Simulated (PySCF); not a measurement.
A species of formula C6H10NOP has this rotational fingerprint, computed with PBE0/pcSseg-1 in PySCF (dipole) on a GFN2-xTB geometry, gas phase:

```
Rotational constants : A = 2479, B = 912.4, C = 857.1 MHz
Dipole components    : |μa| = 2.85 D, |μb| = 0.06 D, |μc| = 1.14 D
Inertial defect      : -168.15 u·Å²
κ                    : -0.93
```

Task: Which candidate fits, each taken in the one conformer that was computed?
A. `[CH3:1][P:2]([CH3:3])(=[O:4])[n:5]1[cH:6][cH:7][cH:8][cH:9]1` with C1–P2–N5–C6 125°
B. `Cc1ocpc1N(C)C`
C. `[CH:1]#[C:2][P@:3]([CH3:4])(=[NH:5])[CH2:6][C:7]([CH3:8])=[O:9]` with C2–P3–C6–C7 -175°, P3–C6–C7–C8 -93°

Result: C. It is C#C[P@](C)(=N)CC(C)=O, a near-prolate asymmetric top, point group C1. The candidates at the same level (rigid rotor, commonest isotopes):

```csv
SMILES,A (MHz),B (MHz),C (MHz),μa (D),μb (D),μc (D),Δ (u·Å²),point group,rotor
Cc1ocpc1N(C)C,1948,1367,871.8,1.07,1.32,0.31,-49.32,C1,asymmetric top
CP(C)(=O)n1cccc1,2678,1042,953.8,0.50,3.69,0.00,-143.97,Cs,asymmetric top
C#C[P@](C)(=N)CC(C)=O,2479,912.4,857.1,2.85,0.06,1.14,-168.15,C1,near-prolate asymmetric top
```

`CP(C)(=O)n1cccc1` has B 14 % too high; `Cc1ocpc1N(C)C` has B 50 % too high. No structure here is proved a minimum.
